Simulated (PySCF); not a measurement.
Spinor energies of V (vanadium, neutral)

Start: [Ar] 3d2 4s2 5s1; 3d5/2 filled at m_j = +3/2, +5/2; 5s1/2 filled at m_j = +1/2. Calculated with PySCF 2.14 in x2c-SVPall-2c with one added diffuse shell each of s, d type (6s5p4d1f, 48 functions): generalised Hartree-Fock with the X2C-1e Hamiltonian and a Gaussian nucleus; one run each with spin-orbit coupling (SO) switched off, then screened by Boettger's factors. This is a chosen level, not necessarily the ground level.

```csv
spinor shell,electrons,"ε, spin-free (eV)","ε, screened SO (eV)",weight of nominal j (screened SO),"rms radius, screened SO (bohr)"
1s1/2,2,-5532.3,-5532.3,1.000,0.0768
2s1/2,2,-671.30,-671.31,1.000,0.332
2p1/2,2,-560.05,-564.76,0.996,0.301
2p3/2,4,-560.05,-557.75,0.998,0.304
3s1/2,2,-99.698,-99.704,1.000,1.01
3p3/2,4,-66.473,-67.097,0.853,1.10
3p1/2,2,-66.473,-65.247,0.706,1.10
3d5/2,2,-25.097,-25.079,0.896,1.33
4s1/2,2,-11.269,-11.270,1.000,3.31
5s1/2,1,-2.359,-2.359,1.000,9.40
```

```csv
quantity,spin-free,screened SO
E (hartree),-947.69281,-947.69709
M_J,9/2,9/2
⟨J²⟩,24.756,24.756
⟨L²⟩,12.005,12.006
⟨S²⟩,3.751,3.751
```

Each row is a mean over spinors that exchange with the open shell spreads, by up to 8.626 eV (3p3/2).

Rows whose weight is well below 1 are mixtures of j = l ± 1/2: exchange outweighs spin-orbit coupling there, and the label is only the starting occupation.

Without spin-orbit coupling the j labels of p, d and f shells carry no meaning; the spin-free column gives the mean over the occupied spinors of each nl shell.
